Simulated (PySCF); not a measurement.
B3LYP has the VWN-RPA correlation part, as in Gaussian. 

```xyz
8

B      1.5809     0.2730     0.2983
C      0.3521     0.3109    -0.3200
C     -0.9680    -0.3174     0.0484
H      2.6429     0.2675     0.7902
H      0.3495     0.9074    -1.2365
H     -1.7392     0.4439     0.1938
H     -0.9000    -0.8986     0.9680
H     -1.3183    -0.9867    -0.7420
```

Charge 0, multiplicity 1.

### Question
Give the Mulliken and meta-Löwdin atomic charges from B3LYP-D3(BJ)/def2-TZVP in PySCF 2.14.0.

### Answer

```csv
atom,Mulliken (e),meta-Löwdin (e)
B1,-0.12,0.05
C2,-0.08,-0.30
C3,-0.31,-0.30
H4,0.05,0.05
H5,0.11,0.15
H6,0.12,0.12
H7,0.11,0.11
H8,0.12,0.12
```
